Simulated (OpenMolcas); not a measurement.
# Mo2+ in a point-charge field

Mo2+ among 6 point charges of -1 e arranged as a tetragonal octahedron (D4h), 2 Å from the ion, with the axial distance 2.020 Å. The active orbitals were held to one l.

| Property | Result |
| --- | --- |
| Program | OpenMolcas |
| Method | CASSCF |
| Basis | ANO-RCC-VTZP [7s6p4d2f1g] |
| Scalar Hamiltonian | DKH2, point nucleus |
| Active space | 4 electrons in 5 orbitals (4d) |
| State averaging | 2S+1 = 5 even, 5 roots; 2S+1 = 3 even, 45 roots; 2S+1 = 1 even, 50 roots |
| Spin-orbit coupling | RASSI with atomic mean-field integrals over the reference wave functions |

The lowest spin-free states (labels of D4, the rotations of D4h), above the lowest:

| State | Degeneracy | E (cm-1) | Free-ion L (%) |
| --- | --- | --- | --- |
| 5B1 | 1 | 0.0 | D (100) |
| 5A1 | 1 | 485.8 | D (100) |
| 3E | 2 | 8092 | H (45) |
| 3A2 | 1 | 8262 | H (46) |
| 5B2 | 1 | 8836 | D (100) |
| 5E | 2 | 9044 | D (100) |
| 3B1 | 1 | 15292 | H (90) |
| 3A2 | 1 | 15440 | H (44) |
| 3A1 | 1 | 15540 | H (91) |
| 3E | 2 | 15631 | H (46) |
| 1E | 2 | 15645 | G (52) |
| 1B2 | 1 | 15800 | G (53) |
| 3E | 2 | 16127 | F (53) |
| 3B2 | 1 | 16291 | F (54) |
| 1A1 | 1 | 16444 | I (70) |
| 1B1 | 1 | 16651 | I (71) |
| 3B1 | 1 | 17800 | F (99) |
| 3A1 | 1 | 17921 | G (100) |
| 1A1 | 1 | 20617 | G (41) |
| 3B1 | 1 | 20874 | G (61) |

The lowest levels with spin-orbit coupling:

| E (cm-1) | Degeneracy | Label | 2S+1 | g |
| --- | --- | --- | --- | --- |
| 0.0 | 1 | A1 | 5 |  |
| 11.5 | 1 | A2 | 5 |  |
| 89.2 | 2 | E | 5 | 0.00 0.00 3.57 |
| 118.4 | 1 | B1 | 5 |  |
| 498.3 | 1 | A1 | 5 |  |
| 525.1 | 2 | E | 5 | 0.00 0.00 3.89 |
| 605.5 | 1 | B2 | 5 |  |
| 610.4 | 1 | B1 | 5 |  |
| 7746 | 1 | A1 | 3 |  |
| 8043 | 1 | A2 | 3 |  |
| 8116 | 2 | E | 3 | 0.00 0.00 0.62 |
| 8410 | 1 | B2 | 3 |  |
| 8473 | 1 | B1 | 3 |  |
| 8504 | 2 | E | 3 | 0.00 0.00 2.00 |
| 8585 | 1 | A1 | 3 |  |
| 8719 | 1 | B2 | 5 |  |
| 8724 | 2 | E | 5 | 0.00 0.00 3.03 |
| 8755 | 1 | A1 | 5 |  |
| 8756 | 1 | A2 | 5 |  |
| 8854 | 2 | E | 5 | 0.00 0.00 5.90 |

Powder χT (cm3 K/mol): 0.43 at 2 K, 1.51 at 10 K, 2.32 at 50 K, 2.57 at 100 K, 2.69 at 200 K, 2.74 at 300 K. The effective moment at 300 K is 2.828 √(χT) = 4.68 μB.

The lowest level has 2S+1 = 5, for which the spin-only value is χT = S(S+1) / 2 = 3.000 cm3 K/mol (g = 2). The computed 2.736 at 300 K differs by -0.264, through orbital momentum, spin-orbit coupling and any other state in reach.

Without dynamic correlation the repulsion within the d shell is too large (B by tens of per cent), so at a given field states of lower spin stand too high. This shell can be high or low spin here, a state of another spin lies low, and with metal d orbitals alone active their balance is uncertain, so the ground spin may be wrong. Point charges give a weaker field than real ligands, and real ions of this kind are as a rule low spin; the high spin found here belongs to the model. This is an electrostatic model: the charges have no orbitals. No measured value stands beside these numbers.

With an even number of electrons the g values are those of a degenerate or nearly degenerate non-Kramers pair.
